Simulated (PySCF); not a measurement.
Te(Cl)(NMe2) (C₂H₆ClNTe), SMILES CN(C)[Te]Cl. Atoms are numbered in the order given.

```xyz
11

Te     0.6835    -0.3681     0.0000
Cl    -1.3531    -1.6689     0.0000
N     -0.0312     1.4955     0.0000
C     -0.6324     2.0085     1.2131
C     -0.6324     2.0085    -1.2131
H     -1.6917     1.7052     1.3215
H     -0.5947     3.1117     1.2009
H     -0.0806     1.6541     2.0937
H     -0.5947     3.1117    -1.2009
H     -1.6917     1.7052    -1.3215
H     -0.0806     1.6541    -2.0937
```

The structure is a stationary point at PBE0-D3(BJ)/def2-SVP. This is a generated structure with no PubChem entry under its InChIKey; it may be hypothetical. The def2 effective core potentials stand for the cores of Te; spin–orbit coupling is left out. Other conformers were not sampled.

Calculation: PBE/def2-TZVP (PySCF).

ESP charges are fitted to the potential on shells at 1.4 to 2.0 van der Waals radii. Atomic charges (e):

```
atom  ESP fit  Löwdin  Mulliken
----  -------  ------  --------
Te1      0.13    0.33      0.31
Cl2     -0.20   -0.14     -0.31
N3       0.06   -0.16     -0.24
C4      -0.45   -0.37     -0.27
C5      -0.45   -0.37     -0.27
H6       0.16    0.12      0.13
H7       0.17    0.12      0.12
H8       0.13    0.12      0.14
H9       0.17    0.12      0.12
H10      0.16    0.12      0.13
H11      0.13    0.12      0.14
```

Computed Mayer and Wiberg (Löwdin basis) orders of the bonds:
| bond | Mayer | Wiberg |
|---|---|---|
| Te1–Cl2 | 0.93 | 1.42 |
| Te1–N3 | 1.18 | 1.45 |
| N3–C4 | 0.97 | 1.38 |
| N3–C5 | 0.97 | 1.38 |
| C4–H6 | 0.96 | 0.91 |
| C4–H7 | 0.95 | 0.91 |
| C4–H8 | 0.96 | 0.91 |
| C5–H9 | 0.95 | 0.91 |
| C5–H10 | 0.96 | 0.91 |
| C5–H11 | 0.96 | 0.91 |
